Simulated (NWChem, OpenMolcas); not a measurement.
## How basis sets differ on InSiNH6 (SMILES N[SiH2][InH2])

InSiNH6: 9 atoms, total charge 0, spin state singlet. As SMILES, `N[SiH2][InH2]`. The coordinates come from a PBE0-D4/def2-TZVP relaxation. This is one conformer, not always the lowest.

```xyz
9

N    -0.8915    0.5914   -1.3364
Si    0.3738    0.7440   -0.1687
In    0.2672   -1.2554    1.4461
H    -1.0956   -0.3142   -1.7266
H    -1.0357    1.3160   -2.0225
H     0.1700    2.0365    0.5452
H     1.7589    0.8321   -0.7407
H    -0.5512   -2.7168    0.9919
H     1.0041   -1.2337    3.0116
```

Each level gives the dipole moment (D). The values are calculated.

```tsv
level	kind	program	value (D)	CPU time
HF/ANO-RCC-MB (DKH2)	Hartree–Fock	OpenMolcas	1.00	7 s
HF/STO-3G	Hartree–Fock	OpenMolcas	0.79	7.5 s
HF/3-21G	Hartree–Fock	NWChem	1.25	7.1 s
HF/def2-SVP (core potential)	Hartree–Fock	OpenMolcas	1.41	18 s
```

All-electron rows without a relativistic Hamiltonian named are non-relativistic, while core potentials hold scalar relativity, so basis and relativity change together. The values span 0.79 to 1.41 D. Magnitudes only. Sets without polarisation functions give poor dipoles. CPU times are rough (shared hosts, several kinds of processor and program).
